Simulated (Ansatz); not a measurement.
The cluster Ru3⁺, relaxed as a quartet with UKS PBE-D4/def2-TZVP in Ansatz, starting from the PBE-D4/def2-TZVP geometry of the charge +1 doublet. Force threshold 0.02 eV/Å.

In the def2 sets Ru takes a core potential; there is no spin–orbit coupling. The charge 1 quartet is spin-contaminated (final ⟨S²⟩ up to 5.40, 3.75 for a pure state). At PBE-D4/def2-TZVP a sextet of charge 1 lies 0.23 eV below the quartet, each at its own geometry. The structure comes from a short search, and lower isomers may exist.

Start:

Cartesian coordinates in Å:
```
Ru -0.225 0.963 -0.620
Ru 1.273 0.082 0.757
Ru -1.049 -1.045 -0.137
```

| step | energy (eV) | largest force component (eV/Å) | SCF passes |
| --- | --- | --- | --- |
| 1 | -7740.9755 | 0.291 | 173 |
| 2 | -7741.0027 | 0.341 | 60 |
| 3 | -7741.0089 | 0.215 | 51 |
| 4 | -7741.0155 | 0.061 | 61 |
| 5 (rejected) | -7740.9996 | 0.488 | 75 |
| 6 | -7741.0173 | 0.029 | 68 |
| 7 | -7741.0180 | 0.014 | 76 |
| 8 | -7741.0182 | 0.074 | 67 |
| 9 | -7741.0184 | 0.028 | 30 |
| 10 | -7741.0184 | 0.012 | 30 |

Force components are those of the run's own axes.

End:

```
atom   x (Å)   y (Å)   z (Å)
 Ru1  -0.312   1.057  -0.722
 Ru2   1.200  -0.067   0.785
 Ru3  -0.887  -0.990  -0.063
```

By distances, no bond broke or formed. The bond that changes most is Ru2–Ru3, from 2.73 to 2.43 Å (atoms count from 1).

The force fell under the threshold at step 7, but the optimiser went on. No frequencies were taken in this run, so the end may be a saddle point.

It took 48 s on 4 threads of Intel Xeon on a shared host.
